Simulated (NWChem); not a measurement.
System: SiH3I; SMILES [SiH3]I

The following NWChem deck was run.

```
start job
memory heap 200 mb stack 900 mb global 1100 mb
geometry units angstroms noautoz
  Si     0.000000     0.000000     1.799927
  I      0.000000     0.000000    -0.649111
  H      1.082660     0.906455     2.273763
  H      0.243683    -1.390839     2.273763
  H     -1.326343     0.484384     2.273763
end
basis spherical
  * library def2-svp
end
ecp
  I library def2-ecp
end
dft
  xc b3lyp
  grid xcoarse
  iterations 150
  mulliken
end
task dft gradient
```

Parts of the log:

```
             Northwest Computational Chemistry Package (NWChem) 7.3.0
             --------------------------------------------------------

 C3V symmetry detected

                             Geometry "geometry" -> ""
                             -------------------------

 Output coordinates in angstroms (scale by  1.889725989 to convert to a.u.)

  No.       Tag          Charge          X              Y              Z
 ---- ---------------- ---------- -------------- -------------- --------------
    1 Si                  14.0000    -0.00000000     0.00000000     1.83396437
    2 I                   53.0000     0.00000000     0.00000000    -0.61507363
    3 H                    1.0000     0.99845226     0.99845226     2.30780037
    4 H                    1.0000     0.36545889    -1.36391115     2.30780037
    5 H                    1.0000    -1.36391115     0.36545889     2.30780037

 Effective nuclear repulsion energy (a.u.)     201.8197942843

      Symmetry information
      --------------------

 Group name             C3v
 Group number             17
 Group order               6
 No. of unique centers     3

                                 NWChem DFT Module
                                 -----------------

 Summary of "ao basis" -> "ao basis" (spherical)
 ------------------------------------------------------------------------------
       Tag                 Description            Shells   Functions and Types
 ---------------- ------------------------------  ------  ---------------------
 Si                         def2-svp                 8       18   4s3p1d
 I                          def2-svp                10       26   4s4p2d
 H                          def2-svp                 3        5   2s1p

      Symmetry analysis of basis
      --------------------------

        a1         22
        a2          1
        e          36

  Rotation of axis

            General Information
            -------------------
          SCF calculation type: DFT
          Wavefunction type:  closed shell.
          No. of atoms     :     5
          No. of electrons :    42
           Alpha electrons :    21
            Beta electrons :    21
          Charge           :     0
          Spin multiplicity:     1
          Use of symmetry is: on ; symmetry adaption is: on
          Maximum number of iterations: 150
          AO basis - number of functions:    59
                     number of shells:    27
          Convergence on energy requested:  1.00D-06
          Convergence on density requested:  1.00D-05
          Convergence on gradient requested:  5.00D-04

              XC Information
              --------------
                         B3LYP Method XC Potential
                     Hartree-Fock (Exact) Exchange  0.200
                        Slater Exchange Functional  0.800 local
                    Becke 1988 Exchange Functional  0.720 non-local
              Lee-Yang-Parr Correlation Functional  0.810
                  VWN I RPA Correlation Functional  0.190 local

             Grid Information
             ----------------
          Grid used for XC integration:  xcoarse
          Radial quadrature: Mura-Knowles
          Angular quadrature: Lebedev.
          Tag              B.-S. Rad. Rad. Pts. Rad. Cut. Ang. Pts.
          ---              ---------- --------- --------- ---------
          Si                  1.10       42           8.0       194
          I                   1.40       84           9.0       194
          H                   0.35       21           9.0       194
          Grid pruning is: on
          Number of quadrature shells:   147
          Spatial weights used:  Erf1

      Superposition of Atomic Density Guess
      -------------------------------------

 Sum of atomic energies:        -637.36350123

      Non-variational initial energy
      ------------------------------

 Total energy =    -587.258787
 1-e energy   =   -1125.574161
 2-e energy   =     434.890930
 HOMO         =      -0.337902
 LUMO         =       0.030542

      Symmetry analysis of molecular orbitals - initial
      -------------------------------------------------

  Numbering of irreducible representations:

     1 a1          2 a2          3 e

  Orbital symmetries:

     1 a1          2 a1          3 a1          4 a1          5 e
     6 e           7 e           8 e           9 a1         10 a1
    11 e          12 e          13 e          14 e          15 a1
    16 a1         17 e          18 e          19 a1         20 e
    21 e          22 a1         23 e          24 e          25 a1
    26 a1         27 a1         28 e          29 e          30 e
    31 e

     ---------------------------------------------
      Total Density - Mulliken Population Analysis
     ---------------------------------------------

    Atom       Charge   Shell Charges
 -----------   ------   -------------------------------------------------------
    1 Si  14    13.45   2.00  1.99  0.99  0.28  5.94  1.03  1.10  0.12
    2 I   25    25.36   1.83  0.22  1.23  0.68  2.92  3.13  2.66  2.68  9.82  0.19
    3 H    1     1.06   0.69  0.36  0.01
    4 H    1     1.06   0.69  0.36  0.01
    5 H    1     1.06   0.69  0.36  0.01

   convergence    iter        energy       DeltaE   RMS-Dens  Diis-err
 ---------------- ----- ----------------- --------- --------- ---------
 d= 0,ls=0.0,diis     1   -589.0158751722 -6.92D+02  1.39D-02  1.81D-01
 d= 0,ls=0.0,diis     2   -589.0197145457 -3.84D-03  8.38D-03  1.30D-01
 d= 0,ls=0.0,diis     3   -589.0440245084 -2.43D-02  2.00D-03  1.00D-02
 d= 0,ls=0.0,diis     4   -589.0458998138 -1.88D-03  3.35D-04  1.88D-04
 d= 0,ls=0.0,diis     5   -589.0459220501 -2.22D-05  4.92D-05  5.11D-06
 d= 0,ls=0.0,diis     6   -589.0459227328 -6.83D-07  1.16D-05  3.45D-07
 d= 0,ls=0.0,diis     7   -589.0459227972 -6.44D-08  1.23D-06  1.38D-09

         Total DFT energy =     -589.045922797155
      One electron energy =    -1126.820498474462
           Coulomb energy =      478.720885067806
    Exchange-Corr. energy =      -44.370753249758
 Nuclear repulsion energy =      103.424443859259

 Numeric. integr. density =       42.001117416077

                  Occupations of the irreducible representations
                  ----------------------------------------------

                     irrep           alpha         beta
                     --------     --------     --------
                     a1                9.0          9.0
                     a2                0.0          0.0
                     e                12.0         12.0

                       DFT Final Molecular Orbital Analysis
                       ------------------------------------

 Vector   19  Occ=2.000000D+00  E=-3.464779D-01  Symmetry=a1
              MO Center= -1.4D-16, -2.9D-15,  1.7D-01, r^2= 3.4D+00
   Bfn.  Coefficient  Atom+Function         Bfn.  Coefficient  Atom+Function
  ----- ------------  ---------------      ----- ------------  ---------------
    31      0.509326  2 I  pz                34      0.349086  2 I  pz
    10     -0.269885  1 Si pz                28     -0.204482  2 I  pz
    13     -0.181551  1 Si pz                25     -0.166996  2 I  pz
    21     -0.149895  2 I  s                  7      0.142502  1 Si pz
    22     -0.119474  2 I  s                 45     -0.103825  3 H  s

 Vector   20  Occ=2.000000D+00  E=-2.705408D-01  Symmetry=e
              MO Center= -3.4D-02, -3.4D-04, -3.9D-01, r^2= 2.5D+00
   Bfn.  Coefficient  Atom+Function         Bfn.  Coefficient  Atom+Function
  ----- ------------  ---------------      ----- ------------  ---------------
    29      0.546304  2 I  px                32      0.495291  2 I  px
    30     -0.229429  2 I  py                26     -0.222307  2 I  px
    33     -0.208005  2 I  py                23     -0.179974  2 I  px
    55      0.118845  5 H  s                 56      0.117856  5 H  s
    27      0.093361  2 I  py                24      0.075583  2 I  py

 Vector   21  Occ=2.000000D+00  E=-2.705408D-01  Symmetry=e
              MO Center=  3.4D-02,  3.4D-04, -3.9D-01, r^2= 2.5D+00
   Bfn.  Coefficient  Atom+Function         Bfn.  Coefficient  Atom+Function
  ----- ------------  ---------------      ----- ------------  ---------------
    30      0.546304  2 I  py                33      0.495291  2 I  py
    29      0.229429  2 I  px                27     -0.222307  2 I  py
    32      0.208005  2 I  px                24     -0.179974  2 I  py
    45     -0.111042  3 H  s                 46     -0.110118  3 H  s
    50      0.094803  4 H  s                 51      0.094015  4 H  s

 Vector   22  Occ=0.000000D+00  E=-3.112480D-02  Symmetry=a1
              MO Center=  2.9D-16, -9.0D-17,  8.9D-01, r^2= 4.8D+00
   Bfn.  Coefficient  Atom+Function         Bfn.  Coefficient  Atom+Function
  ----- ------------  ---------------      ----- ------------  ---------------
    13      0.928751  1 Si pz                34      0.826893  2 I  pz
     4     -0.521435  1 Si s                 22      0.508577  2 I  s
     3     -0.450101  1 Si s                 31      0.322612  2 I  pz
    10      0.297717  1 Si pz                21      0.257464  2 I  s
     2     -0.208121  1 Si s                  7     -0.161503  1 Si pz

[...]

                         DFT ENERGY GRADIENTS

    atom               coordinates                        gradient
                 x          y          z           x          y          z
   1 Si     -0.000000   0.000000   3.465690    0.000000   0.000000  -0.006562
   2 I       0.000000   0.000000  -1.162321    0.000000   0.000000   0.005344
   3 H       1.886801   1.886801   4.361110    0.001496   0.001496   0.000406
   4 H       0.690617  -2.577418   4.361110    0.000548  -0.002043   0.000406
   5 H      -2.577418   0.690617   4.361110   -0.002043   0.000548   0.000406
```

Level: B3LYP/def2-SVP with def2 effective core potentials on I. All runs use the structure optimised with PBE0/def2-SVP. def2 effective core potentials on I; no spin-orbit coupling.
